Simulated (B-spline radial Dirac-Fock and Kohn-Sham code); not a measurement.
**Two-hole binding energies of Ba**

System: atomic barium in the configuration [Xe] 6s2.

Input of the calculation (task.json; shells as n, l, electrons):

```json
{"items": [{
  "Z": 56,
  "q": 0,
  "cfg": [[1, 0, 2], [2, 0, 2], [2, 1, 6], [3, 0, 2], [3, 1, 6], [3, 2, 10], [4, 0, 2], [4, 1, 6], [4, 2, 10], [5, 0, 2], [5, 1, 6], [6, 0, 2]],
  "A": 138,
  "rrms": 4.8378,
  "do": ["binding", "quiet", "double"]
}]}
```

Command: `python xray_run.py task.json out`

These are calculated numbers from a radial atomic solver; the model is Dirac-Fock (average of configuration) total-energy differences with a finite nucleus, the Breit interaction including its frequency dependence, and self-energy and vacuum-polarisation corrections. U is the two-hole binding energy less the two single-hole energies, the effective repulsion of the holes after relaxation. Each two-hole energy is an average over J within one jj subconfiguration.

| holes | E(a) (eV) | E(b) (eV) | E(ab) (eV) | U (eV) |
| --- | --- | --- | --- | --- |
| 1s⁻² | 37447.0 | 37447.0 | 75826.2 | 932.2 |
| 1s⁻¹ 2p1/2⁻¹ | 37447.0 | 5633.2 | 43347.0 | 266.8 |
| 1s⁻¹ 2p3/2⁻¹ | 37447.0 | 5256.3 | 42942.9 | 239.6 |
| 1s⁻¹ 3d5/2⁻¹ | 37447.0 | 789.6 | ? | ? |
| 2p1/2⁻¹ 2p3/2⁻¹ | 5633.2 | 5256.3 | 11059.1 | 169.6 |
| 2s⁻¹ 3p3/2⁻¹ | 6003.8 | 1074.5 | 7141.4 | 63.1 |
| 2s⁻¹ 3d3/2⁻¹ | 6003.8 | 804.9 | 6878.1 | 69.4 |
| 3p1/2⁻² | 1148.9 | 1148.9 | 2351.1 | 53.3 |
| 3d3/2⁻¹ 3d5/2⁻¹ | 804.9 | 789.6 | 1649.5 | 55.0 |
| 4d3/2⁻² | 100.6 | 100.6 | 220.5 | 19.2 |
| 4d3/2⁻¹ 4d5/2⁻¹ | 100.6 | 98.02 | 218.1 | 19.5 |
| 4d5/2⁻² | 98.02 | 98.02 | 215.2 | 19.2 |
| 5p1/2⁻² | 24.29 | 24.29 | 59.11 | 10.5 |
| 5p3/2⁻² | 22.14 | 22.14 | 54.00 | 9.7 |

Problem. Give the missing two-hole energy and U.

Solution. E(ab) = 38304.4 eV and U = 67.9 eV.
